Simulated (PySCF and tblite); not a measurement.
C5H7ClO2, numbered as in [O:1]=[C:2]1[CH2:3][CH2:4][C@H:5]([Cl:6])[CH2:7][O:8]1. The ensemble was built from 60 distance-geometry starts (ETKDG, MMFF94s, GFN2-xTB) and rests on GFN2-xTB geometries. Energies: PBE0-D3(BJ)/def2-SVP (IEF-PCM, dichloromethane), with GFN2-xTB thermal terms (modes under about 100 cm⁻¹ blended into free rotors). Symmetry numbers and mirror images are counted. Conformers within 2.5 kcal/mol (GFN2-xTB free energy) were kept, 5 at most. GIAO shieldings: wB97X-D/pcSseg-1 (IEF-PCM, dichloromethane). Shifts are against TMS (¹H), TMS (¹³C) at the same level; of two unlike H on one atom, a is the less shielded. Programs: PySCF with density fitting and tblite.

The 6-ring runs over atoms 2–3–4–5–7–8.

Two conformers hold nearly all the population. I: 6-ring half-chair (ring torsions -45, 62, -55, 29, -10, 18°); δ(H7b) = 4.34 ppm. II: 6-ring half-chair (ring torsions 47, -58, 47, -22, 9, -22°); δ(H7b) = 4.80 ppm. The average over the ensemble at 298.15 K is 4.73 ppm.

Question: What populations and free-energy difference follow from a two-state model?

Answer: p(I) = (4.73 − 4.80)/(4.34 − 4.80) = 0.15, so K = p(II)/p(I) = 5.57 and G(II) − G(I) = −RT ln K = -1.02 kcal/mol. The weights computed directly are 13.7 % and 83.6 %, with 2.7 % in minor conformers.


Conformer gaps in def2-SVP on xTB geometries can be 2 kcal/mol too large for S=O, P=O and other polar bonds.